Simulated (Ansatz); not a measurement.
Reaction (cleavage of the Ga–Ge bond): `[F][GeH2][GaH2]` + H₂S → `[SH][GaH2]` + `[F][GeH3]`

Calculated with Ansatz (gas phase, PBE0-D4/def2-TZVP geometries, no zero-point term in ΔE). CCSD(T)/CBS adds triple-zeta CCSD(T) − MP2 to the extrapolated MP2 energy (def2 sets, frozen cores). This one scheme is used for every species. DFT in def2-TZVPP. For Ga, Ge outer-core shells are correlated without core-valence functions, which leaves a few kJ/mol of doubt a bond. Scalar relativity is left out up to krypton.

| level | ΔE (eV) |
| --- | --- |
| B97M-V | -0.83 |
| r2SCANh-D4 | -0.77 |
| ωB97X-V | -0.75 |
| B2PLYP | -0.76 |
| PBE | -0.69 |
| revPBE | -0.68 |
| r2SCAN | -0.78 |
| BHLYP | -0.76 |

(1) What does CCSD(T)/CBS give? (An estimate is asked.)

Largest T1 diagnostic among the species: 0.013.

## Answers

(1) Ansatz gave: -0.76 eV. The listed levels differ from it by -0.07, -0.01, 0.01, 0.00, 0.07, 0.08, -0.02, 0.00 eV.

Leaving LDA and LC-ωPBE aside and taking each functional with its dispersion term where it has one, the values, not all of them listed here, spread over 0.15 eV, from B97M-V to BLYP-D4. LDA lies −0.04 eV from PBE without D4. From BLYP to BHLYP (50 % exact exchange), in def2-TZVPP and without D4, ΔE moves by −0.08 eV. At CCSD(T), def2-SVP lies −0.08 eV from the extrapolated value and def2-TZVPP +0.00 eV.
